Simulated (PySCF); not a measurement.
Ge(Me)(OH)3 (CH₆GeO₃), SMILES [OH][Ge]([OH])([CH3])[OH]. Atoms are numbered in the order given.

```xyz
11

C      0.0000     0.0000    -1.9546
Ge     0.0000     0.0000    -0.0190
O     -1.3231     1.0231     0.6413
O      1.5476     0.6343     0.6413
O     -0.2245    -1.6574     0.6413
H     -0.2700     1.0073    -2.3238
H      1.0074    -0.2698    -2.3238
H     -0.7373    -0.7375    -2.3238
H     -1.8116     0.4998     1.3052
H      1.3387     1.3189     1.3052
H      0.4729    -1.8188     1.3052
```

Geometry: PBE-D3(BJ)/def2-SVP. The values are those of a single conformer.

Level of theory: PBE-D3(BJ)/def2-SVP (PySCF).

Frequencies are harmonic and unscaled.

Modes within 1.5 cm⁻¹ of each other (mostly degenerate sets) share a row, with their intensities summed.

Computed harmonic wavenumbers and intensities:
| mode | ν (cm⁻¹) | IR (km/mol) | moving atoms (share of kinetic energy) |
|---|---|---|---|
| 1 | 77 | 0.4 | H 98 % |
| 2–3 | 102 | 68.4 | O 54 %, H 35 %, C 11 % |
| 4–5 | 201 | 35.0 | O 33 %, H 30 %, Ge 21 %, C 17 % |
| 6 | 239 | 72.8 | O 65 %, Ge 21 %, H 9 % |
| 7–8 | 243 | 48.8 | H 64 %, O 33 % |
| 9 | 333 | 91.4 | H 97 % |
| 10 | 596 | 5.6 | C 56 %, O 20 %, H 18 % |
| 11 | 675 | 81.4 | O 72 %, Ge 16 % |
| 12–13 | 686 | 196.0 | O 76 %, Ge 20 % |
| 14–15 | 774 | 20.8 | H 79 %, C 18 % |
| 16 | 877 | 0.8 | H 89 % |
| 17–18 | 883 | 321.4 | H 87 %, O 9 % |
| 19 | 1207 | 11.5 | H 79 %, C 20 % |
| 20–21 | 1379 | 7.9 | H 96 % |
| 22 | 2998 | 0.6 | H 97 % |
| 23–24 | 3113 | 0.8 | H 90 %, C 10 % |
| 25–27 | 3719 | 170.4 | H 94 % |
